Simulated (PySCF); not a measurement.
## Relaxation of singlet CeS2

Level of theory: PBE0 in PySCF with Ce def2-SVP with ECP28, S def2-SVP; scalar-relativistic core potentials, no spin–orbit coupling; density-fitted integrals. A (50,194) grid was used.

A hand-made bent start, of C2v symmetry, held to at least that symmetry:

Coordinates in bohr (charge 0 multiplicity 1):
```
Ce    0.0000    0.0000   -0.7854
S     3.5757    0.0000    1.7185
S    -3.5757    0.0000    1.7185
```

(1) What does it relax to?

(2) How much energy is released, and in how many steps?

## Answers

(1) It ends at C2v with Ce–S 2.318 Å (×2); S–Ce–S 128.6° (after a last refinement on a finer grid). A frequency run shows a minimum. Other isomers or separated fragments may lie lower.

(2) 5.6 kJ/mol in 7 steps.

Stability towards spin polarisation was not tested.
